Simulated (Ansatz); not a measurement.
Geometry optimisation, Ansatz, RKS PBE0/def2-SVP.

input.yaml

```yaml
crystal:
  periodic: [false, false, false]
  atoms:
    - { symbol: Al, position_ang: [-0.2338, -1.3342, 0.3224] }
    - { symbol: F, position_ang: [-1.5659, 0.3046, 0.292] }
    - { symbol: Cl, position_ang: [-0.7066, -2.4785, -1.2669] }
    - { symbol: Cl, position_ang: [0.1909, -1.5234, 2.2811] }
    - { symbol: H, position_ang: [0.6881, 1.2771, -0.1879] }
    - { symbol: O, position_ang: [1.2232, 0.1365, -0.3596] }
    - { symbol: H, position_ang: [-1.0314, 1.3714, 0.1849] }
    - { symbol: F, position_ang: [-0.1355, 2.1375, -0.0194] }
    - { symbol: H, position_ang: [1.571, 0.1088, -1.2465] }
basis:
  gaussian: { orbitals: def2-SVP }
hamiltonian:
  xc: pbe0
relax:
  f_tol: 0.15
  max_steps: 25
  restrain:
    - { distance: [0, 5], at: 1.87, k: 30.0 }
    - { distance: [4, 7], at: 0.88, k: 30.0 }
    - { distance: [6, 1], at: 0.88, k: 30.0 }
    - { distance: [0, 1], at: 3.08, k: 30.0 }
    - { distance: [4, 5], at: 2.27, k: 30.0 }
    - { distance: [6, 7], at: 2.18, k: 30.0 }
output:
  orbitals: {}
```

Run as:

```bash
$ ansatz run input.yaml --threads 2 --pin off --max-ram 3072MiB --backend cpu --events-out ev --progress --plain --runs-dir out
```

**Question.** Where does it end, and by what steps?

**Answer.** The run converged. The restraints hold the end off the free minimum. After 9 steps the energy has risen by 0.330 eV (the restraints' own energy left out); H5 moved furthest, 0.73 Å. Parted: Al1–F2. Joined: F2–H7, H5–F8.

| step | energy less start (eV) | largest force component (eV/Å) | accepted |
| --- | --- | --- | --- |
| 0 | 0.0000 | 4.997 | yes |
| 1 | 0.2645 | 4.101 | yes |
| 2 | 1.0199 | 7.217 | yes |
| 3 | 0.5955 | 2.093 | yes |
| 4 | 0.4137 | 1.741 | yes |
| 5 | 0.3892 | 2.118 | yes |
| 6 | 0.4603 | 1.430 | no |
| 7 | 0.3551 | 1.893 | yes |
| 8 | 0.3376 | 1.776 | yes |
| 9 | 0.3302 | 1.684 | yes |

```xyz
9
Properties=species:S:1:pos:R:3
Al 0.242 -1.502 0.192
F -2.003 0.587 0.113
Cl -0.552 -2.950 -1.074
Cl 0.166 -1.625 2.262
H 0.864 1.933 0.078
O 1.283 -0.206 -0.510
H -1.575 1.389 0.182
F 0.238 2.579 0.230
H 1.337 -0.206 -1.473
```

Run time: 21 s on 2 threads of Intel(R) Xeon(R) 6975P-C (Granite Rapids), on a shared host, peak memory 0.28 GiB.
